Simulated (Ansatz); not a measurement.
Ligand redistribution between two centres

Start structure (BSiHCl6, closed shell), relaxed at PBE0-D4/def2-TZVP:

```xyz
9
angstrom
B -2.0748 -0.6548 0.5817
Cl -1.0437 -1.6224 1.5900
Cl -2.6735 -1.2984 -0.9171
Cl -2.4954 0.9591 1.0641
Si 1.5560 0.5102 -0.4998
H 0.1895 0.3505 -1.0183
Cl 1.4900 1.4303 1.3062
Cl 2.4212 -1.3144 -0.3081
Cl 2.6306 1.6398 -1.7987
```

The step: SiHCl₃ ([Cl][SiH]([Cl])[Cl]) + BCl₃ ([Cl][B]([Cl])[Cl]) → SiCl₄ ([Cl][Si]([Cl])([Cl])[Cl]) + BHCl₂ ([Cl][BH][Cl]); bonds formed: B1–H6, Cl2–Si5; bonds broken: B1–Cl2, Si5–H6. Computed with Ansatz 0.2.0 (basis: def2-TZVPP and def2-QZVPP); correlated methods freeze the cores. Extrapolation: Hartree–Fock as exp(−7.88 √X), correlation as X^−2.97. Energies below are by CCSD(T) at an estimated basis limit (MP2 extrapolated from triple and quadruple zeta, plus CCSD(T) − MP2 in triple zeta).

(1) What are the electronic barrier and the energy of the step, from the start structure to the end structure? (An estimate is asked for; the value comes from the calculation.)

T1 diagnostic: at most 0.011.

Results:

(1) By the calculation: Barrier 29.41 kcal/mol; step energy -4.27 kcal/mol (downhill); reverse barrier, their difference, 33.69 kcal/mol. Barrier and step energy count from the start structure, the reverse barrier from the end structure.

The saddle point: One imaginary mode of 133i cm⁻¹.
```csv
pair,start (Å),saddle (Å),end (Å)
B1–H6,2.95,1.32,1.19
Cl2–Si5,3.96,2.42,2.02
B1–Cl2,1.74,1.90,3.46
Si5–H6,1.47,1.64,3.51
```

Zero-point energy (harmonic, PBE0-D4): ZPE is 13.97 kcal/mol at the start and 14.61 kcal/mol at the saddle, so the barrier goes from 29.41 to 30.05 kcal/mol.

Ligand swaps between two centres remove the fluorinated layer in thermal atomic layer etching, and scramble precursors in the gas phase.

Labels in which every atom is bracketed show which atoms are joined, not bond orders.

For scale, one of the runs: CCSD(T)/def2-TZVPP, 339 basis functions, launched by `ansatz run in.yaml --threads 4 --pin off --events-out ev --progress --plain --max-ram 63488MiB --backend cuda --devices 0, --max-vram 37GiB`. Time: 11 s of wall clock on 4 CPU threads of an AMD EPYC 7R13 and a share of one NVIDIA H100; the host was shared. Peak host memory: 0.88 GiB.
